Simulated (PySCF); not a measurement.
AlH₄O₄, SMILES [OH][Al-]([OH])([OH])[OH], charge -1. Geometry: B3LYP-D3(BJ)/def2-SVPD. The isomer is the one that the SMILES or the coordinates give; other isomers of the formula were not compared. Other conformers were not sampled.

These are PySCF 2.14.0 with B3LYP-D3(BJ)/def2-SVPD values and carry that method's errors.

Harmonic wavenumbers (cm⁻¹): 89, 154, 196, 211, 211, 264, 281, 281, 331, 588, 680, 680, 683, 692, 713, 784, 784, 3903, 3904, 3904, 3905. Rotational constants (GHz): 3.509, 3.509, 3.029; symmetry number 2.

Work out the zero-point energy and the ideal-gas rigid-rotor harmonic-oscillator thermochemistry at 298.15 K and 1 atm.

ZPE = ½ Σ hcν = ½ × 23239 cm⁻¹ = 33.22 kcal/mol. H − E(el) = 39.17 kcal/mol. Entropy in cal/(mol K): translation 39.57, rotation 25.18, vibration 20.99, total 85.74. G − E(el) = 13.61 kcal/mol. Cp = 30.73 cal/(mol K). Modes under 150 cm⁻¹ make the vibrational entropy uncertain.
